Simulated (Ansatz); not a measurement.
A made-up structure of MgSnH$_{4}$, closed shell:

```xyz
6
angstrom
Mg 0.5401 -1.3280 0.5686
Sn -0.2427 0.5952 -0.2555
H 1.0249 -2.5154 1.0788
H -1.7049 0.2445 -1.2209
H 1.0234 1.3277 -1.2825
H -0.6407 1.6759 1.1114
```

It is relaxed with PBE-D4/def2-SVP and then PBE0-D4/def2-TZVP (Ansatz 0.2.0). Atoms count as bonded within 1.22 times the sum of their covalent radii (H–H: 0.88 Å). The end point is not checked to be a true minimum.

**Question.** Does its bonding change? (Judge from chemistry; the calculation decides.)

**Answer.** By the calculation: No: no bond forms or breaks.

Where it ends: The first stage lowers the energy by 2.21 eV in 7 steps. It ends as MgSnH₄ ([MgH][SnH3]):
Mg1  (0.667, -1.639, 0.703)
Sn2  (-0.299, 0.735, -0.315)
H3  (1.265, -3.106, 1.332)
H4  (-1.714, 0.561, -1.273)
H5  (0.811, 1.564, -1.331)
H6  (-0.730, 1.886, 0.885)
(Å)

Labels in which every atom is bracketed show which atoms are joined, not bond orders.

For scale, one of the runs: PBE0-D4/def2-TZVP relaxation, 106 basis functions, launched by `ansatz run in.yaml --threads 2 --pin off --events-out ev --progress --plain --max-ram 4352MiB`. The run took about 8.5 s on 2 CPU threads of an Arm Neoverse V1 (shared host).
